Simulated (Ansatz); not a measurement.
`Cc1ccccc1C(=O)O` → 8 C• + 8 H• + 2 O•  (atomization)

Gas-phase electronic energies from Ansatz, PBE0-D4/def2-TZVP geometries. CBS: MP2 limit from def2 TZ/QZ plus the TZ coupled-cluster correction, frozen cores. This one scheme is used for every species, atoms too. For atomizations the MP2-based limit and the directly extrapolated one differ by several kJ/mol either way, and by 10 to 25 for some Ge, Se and Sn compounds, so smaller differences from it don't rank the levels. DFT in def2-TZVPP. HSE06 is defined as in plane-wave codes. No spin–orbit coupling; open shells (•) take unrestricted orbitals. Spin–orbit coupling would lower the free atoms: a little for C, O. One conformer a species, not always the lowest.

`Cc1ccccc1C(=O)O`:

Z-matrix (Å, degrees):
```
C
C 1 1.499
H 1 1.091 2 111.7
H 1 1.091 2 111.7 3 -119.2
H 1 1.090 2 109.7 3 120.4
C 2 1.394 1 117.8 3 -120.4
C 2 1.406 1 124.9 3 59.6
C 6 1.384 2 122.3 1 -180.0
H 6 1.085 2 118.4 1 0.0
C 7 1.395 2 120.1 1 180.0
C 7 1.485 2 125.7 1 -0.0
C 8 1.386 6 119.9 2 -0.0
H 8 1.084 6 119.7 2 180.0
H 10 1.083 7 117.5 2 -180.0
O 11 1.205 7 124.0 2 180.0
O 11 1.345 7 115.0 2 -0.1
H 12 1.083 8 120.7 6 -180.0
H 16 0.968 11 105.4 7 -180.0
```

```tsv
level	ΔE (kJ/mol)	difference from CCSD(T)/CBS
BLYP-D4	8620.3	65.8
r2SCANh-D4	8584.2	29.7
r2SCAN0-D4	8486.8	-67.7
HSE06-D4	8718.8	164.3
BHLYP-D4	8272.3	-282.2
ωB97M-V	8605.3	50.8
revPBE	8516.4	-38.1
BHLYP	8214.5	-340.0
CAM-B3LYP	8572.6	18.1
MP2/def2-SVP	8466.6	-87.9
CCSD/def2-SVP	8120.7	-433.8
CCSD(T)/def2-SVP	8248.4	-306.1
CCSD(T)/def2-TZVPP	8345.6	-208.9
HF/def2-QZVPP	6212.8	-2341.7
SCS-MP2/def2-QZVPP	8610.9	56.4
HF/CBS(def2)	6213.9	-2340.6
CCSD(T)/CBS	8554.5	0
```

Largest T1 diagnostic among the species: 0.014.

From BLYP to BHLYP (50 % exact exchange), in def2-TZVPP and without D4, ΔE moves by −293.4 kJ/mol: exact exchange takes away binding that semilocal exchange gives to molecules. Leaving LDA and LC-ωPBE aside and taking each functional with its dispersion term where it has one, the values, not all of them listed here, spread over 650.9 kJ/mol, from BHLYP-D4 to PBE-D4. LDA lies +1142.0 kJ/mol from PBE without D4, its usual overbinding. At CCSD(T), def2-SVP lies −306.1 kJ/mol from the extrapolated value and def2-TZVPP −208.9 kJ/mol: correlation converges slowly with the basis, and small sets miss more of it in the bonded molecule than in its fragments.
